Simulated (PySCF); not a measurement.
TDDFT excited states: C7H9FO

Compound: C7H9FO.
InChI=1S/C7H9FO/c1-2-7(6(8)9)4-3-5-7/h2H,1,3-5H2

Computed with TDDFT PBE0/def2-SVPD, vertical, gas phase, core orbitals frozen in the response in PySCF 2.14.0, density-fitted response routines. The structure is a single GFN2-xTB conformer in the gas phase; no vibrational or solvent corrections.

```csv
state,E (eV),λ (nm),ν̃ (cm⁻¹),f,"main configurations (H = HOMO, L = LUMO)"
S1,5.63,220.1,45440,0.049,"H→L (62%), H-1→L (22%)"
S2,6.39,194.1,51520,0.043,"H-1→L (60%), H→L (27%)"
S3,6.90,179.7,55660,0.0046,H-2→L (96%)
S4,7.19,172.5,57990,0.015,"H-3→L (60%), H→L+1 (26%)"
S5,7.30,169.8,58880,0.073,"H→L+1 (36%), H-4→L (27%), H→L+2 (11%)"
S6,7.39,167.7,59620,0.021,"H→L+2 (73%), H-4→L (14%)"
```

Triplets, Tamm–Dancoff:

```
state  E (eV)  λ (nm)  main configurations (H = HOMO, L = LUMO)
   T1    4.17   297.2                    H→L (74%), H→L+1 (16%)
   T2    5.27   235.1                  H-1→L (52%), H→L+1 (22%)
```

The lowest singlet comes at 220 nm (544 kJ/mol) in the ultraviolet; it is of moderate strength; its leading configuration is HOMO→LUMO (62%). The strongest level in the table is S5 at 7.30 eV (170 nm, f = 0.073). Löwdin shares by element: HOMO carbon 67% or more, oxygen 8% (atoms not listed hold the other 25%); LUMO carbon 54% or more, oxygen 20% (atoms not listed hold the other 26%). The oscillator strengths of these states sum to 0.206; summed over the whole spectrum of an exact calculation they would give the number of electrons, 68 (Thomas–Reiche–Kuhn). Weighted by f, the mean energy of these states is 6.70 eV. The listed states span 1.76 eV, and the widest gap between neighbours is 0.75 eV (S1 to S2). Singlets were solved by full linear response, triplets in the Tamm–Dancoff approximation.
